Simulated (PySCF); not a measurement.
A calculated (UHF, PySCF 2.14, dyall-av3z, scalar relativity by spin-free X2C-1e) atom or ion has these occupied shells.

| shell | electrons | orbital energy (eV) | rms radius, mean of both spins (bohr) |
| --- | --- | --- | --- |
| 1s α | 1 | -1589.9 | 0.139 |
| 1s β | 1 | -1589.8 | 0.139 |
| 2s α | 1 | -128.82 | 0.676 |
| 2s β | 1 | -128.74 | 0.676 |
| 2p α | 3 | -82.341 | 0.674 |
| 2p β | 3 | -82.119 | 0.674 |
| 3s α | 1 | -6.882 | 2.98 |
| 3s β | 1 | -4.536 | 2.98 |
| 3p α | 2 | -0.607 | 5.16 |

Name the element and its charge.

Al⁻ (aluminium, charge -1), in [Ne] 3s2 3p2, high-spin 3P determinant.
